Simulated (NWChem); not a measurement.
# Correlation energy of BrSi

```
Si
Br 1 2.2394
```
Charge 0, spin multiplicity 2.

The numbers come from NWChem runs, not from measurements. The geometry was optimised at UPBE0/def2-SVP, a minimum by its harmonic frequencies.

Basis set: def2-TZVP. Each correlation energy counts from its own Hartree-Fock reference.

The Hamiltonian is non-relativistic. The correlated methods keep 14 core orbitals frozen. This spin state was chosen for the runs; another may lie lower. The structure started from a generated list of species. The unpaired electrons of the parent sit in orbitals of symmetry b2 (C2v labels of the run); other states weren't searched. The stability of the SCF solutions was not checked. Open-shell Hartree-Fock references start from PBE0 orbitals. Coupled-cluster values serve here as a point of comparison, not as the truth.

Problem. For the correlation energy, CCSD(T) on ROHF gives -385.4 mHa and SCS-UMP2 gives -328.8 mHa. What do CCSD[T] on ROHF, UMP2, CCSD on ROHF give?

Solution. CCSD[T] on ROHF: -385.9 mHa; UMP2: -345.6 mHa; CCSD on ROHF: -370.7 mHa.
